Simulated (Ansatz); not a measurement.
Method: CAM-B3LYP-D3(BJ)/def2-TZVP run with Ansatz (a quantum-chemistry and plane-wave program). No frequencies were computed at this level.

Ansatz 0.2 input:
```yaml
crystal:
  periodic: [false, false, false]
  atoms:
    - { symbol: S, position_ang: [2.120718, -0.41854, -0.763529] }
    - { symbol: Ga, position_ang: [0.132198, 0.349907, -0.056974] }
    - { symbol: S, position_ang: [-0.273261, 2.547364, -0.00957] }
    - { symbol: S, position_ang: [-1.493426, -1.068492, 0.606888] }
    - { symbol: H, position_ang: [1.945394, -1.624527, -0.222958] }
    - { symbol: H, position_ang: [-1.539813, 2.350956, 0.352814] }
    - { symbol: H, position_ang: [-0.891809, -2.136668, 0.093329] }
basis:
  gaussian: { orbitals: def2-tzvp }
hamiltonian:
  xc: cam_b3lyp
  dispersion: d3bj
relax:
  max_steps: 150
```

Output:

```
Functional definition: CAM-B3LYP
1348 factors; their error is unknown
348 factors; integrals over basis functions are off by at most 4.0e-6 eV
mean field evaluation 1: about -84939.0259 eV, gradient 3.3e1 eV
mean field evaluation 2: about -84938.9417 eV, gradient 4.2e1 eV
mean field evaluation 4: about -84941.0990 eV, gradient 9.6e-1 eV
mean field evaluation 8: about -84941.1021 eV, gradient 1.5e-2 eV
mean field evaluation 16: about -84941.2891 eV, gradient 2.8e-5 eV
mean field -84941.28914437 eV, -3121.5348007819 hartree, gradient 2.8e-5 eV, S^2 0.000000; 0 other end points of the search recorded, 0 dependent functions left out
reference -84941.28926823 eV, -3121.5348053335 hartree; 41, 41 occupied and 136, 136 virtual orbitals, 1348 factors
relax step   1: F+E_penalty+E_count = -84941.49594690 eV  Δ(F+E_penalty+E_count) = +0.000e0 eV  max|allowed force component| = 7.311e-1 eV/Å  Δτ_max = 0.0000 Å  (27 SCF iters, accepted)
these checks for a lower state are left out or cut short: starts, cluster_reference, orbital_swaps, neighbouring_geometries, increment
1348 factors; their error is unknown
348 factors; integrals over basis functions are off by at most 3.7e-6 eV
mean field -84941.33492057 eV, -3121.5364830264 hartree, gradient 1.1e-5 eV, S^2 0.000000; 0 other end points of the search recorded, 0 dependent functions left out
reference -84941.33504291 eV, -3121.5364875222 hartree; 41, 41 occupied and 136, 136 virtual orbitals, 1348 factors
relax step   2: F+E_penalty+E_count = -84941.54542632 eV  Δ(F+E_penalty+E_count) = -4.948e-2 eV  max|allowed force component| = 6.407e-1 eV/Å  Δτ_max = 0.1948 Å  (36 SCF iters, accepted)
these checks for a lower state are left out or cut short: starts, cluster_reference, orbital_swaps, neighbouring_geometries, increment
1348 factors; their error is unknown
348 factors; integrals over basis functions are off by at most 3.6e-6 eV
mean field evaluation 32: about -84941.3449 eV, gradient 1.4e-5 eV
mean field -84941.34491190 eV, -3121.5368502008 hartree, gradient 1.4e-5 eV, S^2 0.000000; 0 other end points of the search recorded, 0 dependent functions left out
reference -84941.34503438 eV, -3121.5368547020 hartree; 41, 41 occupied and 136, 136 virtual orbitals, 1348 factors
relax step   3: F+E_penalty+E_count = -84941.55604865 eV  Δ(F+E_penalty+E_count) = -1.062e-2 eV  max|allowed force component| = 4.506e-1 eV/Å  Δτ_max = 0.1199 Å  (31 SCF iters, accepted)
these checks for a lower state are left out or cut short: starts, cluster_reference, orbital_swaps, neighbouring_geometries, increment
1348 factors; their error is unknown
348 factors; integrals over basis functions are off by at most 3.4e-6 eV
mean field -84941.34414705 eV, -3121.5368220930 hartree, gradient 1.1e-5 eV, S^2 0.000000; 0 other end points of the search recorded, 0 dependent functions left out
reference -84941.34426927 eV, -3121.5368265846 hartree; 41, 41 occupied and 136, 136 virtual orbitals, 1348 factors
relax step   4: F+E_penalty+E_count = -84941.55506201 eV  Δ(F+E_penalty+E_count) = +9.866e-4 eV  max|allowed force component| = 1.650e-1 eV/Å  Δτ_max = 0.2000 Å  (36 SCF iters, rejected (line search))
these checks for a lower state are left out or cut short: starts, cluster_reference, orbital_swaps, neighbouring_geometries, increment
1348 factors; their error is unknown
348 factors; integrals over basis functions are off by at most 3.6e-6 eV
mean field -84941.35682274 eV, -3121.5372879161 hartree, gradient 1.2e-5 eV, S^2 0.000000; 0 other end points of the search recorded, 0 dependent functions left out
reference -84941.35694449 eV, -3121.5372923903 hartree; 41, 41 occupied and 136, 136 virtual orbitals, 1348 factors
relax step   5: F+E_penalty+E_count = -84941.56689425 eV  Δ(F+E_penalty+E_count) = -1.085e-2 eV  max|allowed force component| = 1.224e-1 eV/Å  Δτ_max = 0.1000 Å  (31 SCF iters, accepted)
these checks for a lower state are left out or cut short: starts, cluster_reference, orbital_swaps, neighbouring_geometries, increment
1348 factors; their error is unknown
348 factors; integrals over basis functions are off by at most 3.5e-6 eV
mean field -84941.36216683 eV, -3121.5374843080 hartree, gradient 2.7e-5 eV, S^2 0.000000; 0 other end points of the search recorded, 0 dependent functions left out
reference -84941.36228796 eV, -3121.5374887594 hartree; 41, 41 occupied and 136, 136 virtual orbitals, 1348 factors
relax step   6: F+E_penalty+E_count = -84941.57311765 eV  Δ(F+E_penalty+E_count) = -6.223e-3 eV  max|allowed force component| = 3.358e-2 eV/Å  Δτ_max = 0.1000 Å  (30 SCF iters, accepted)
these checks for a lower state are left out or cut short: starts, cluster_reference, orbital_swaps, neighbouring_geometries, increment
1348 factors; their error is unknown
348 factors; integrals over basis functions are off by at most 3.6e-6 eV
mean field -84941.36366872 eV, -3121.5375395014 hartree, gradient 1.4e-5 eV, S^2 0.000000; 0 other end points of the search recorded, 0 dependent functions left out
reference -84941.36378968 eV, -3121.5375439466 hartree; 41, 41 occupied and 136, 136 virtual orbitals, 1348 factors
relax step   7: F+E_penalty+E_count = -84941.57461820 eV  Δ(F+E_penalty+E_count) = -1.501e-3 eV  max|allowed force component| = 5.687e-3 eV/Å  Δτ_max = 0.0312 Å  (30 SCF iters, accepted)
1348 factors; their error is unknown
348 factors; integrals over basis functions are off by at most 3.6e-6 eV
mean field evaluation 64: about -84939.1738 eV, gradient 3.3e1 eV
mean field -84941.36366872 eV, -3121.5375395014 hartree, gradient 1.4e-5 eV, S^2 0.000000; 1 other end points of the search recorded, 0 dependent functions left out
reference -84941.36378968 eV, -3121.5375439466 hartree; 41, 41 occupied and 136, 136 virtual orbitals, 1348 factors
Total energy: -84941.57473916 eV, -3121.5452961969 hartree
Atom 0 at     2.134901    -0.342933    -0.576797 Å, force    -0.001383    -0.002519    -0.000544 eV/Å
Atom 1 at     0.117201     0.328694    -0.043616 Å, force    -0.005687    -0.002078     0.001897 eV/Å
Atom 2 at    -0.244889     2.488651    -0.020061 Å, force    -0.001977     0.003304    -0.000096 eV/Å
Atom 3 at    -1.524511    -1.039957     0.458418 Å, force     0.002725     0.000987    -0.001097 eV/Å
Atom 4 at     1.850096    -1.646744    -0.461183 Å, force     0.003789    -0.001991     0.000282 eV/Å
Atom 5 at    -1.530656     2.369828     0.339369 Å, force     0.001729    -0.000595     0.000293 eV/Å
Atom 6 at    -0.802139    -2.157540     0.303870 Å, force     0.000804     0.002892    -0.000734 eV/Å
Dipole moment:    -0.095687    -0.305696     0.036799 e Å
```

Cost: roughly 110 core-seconds.
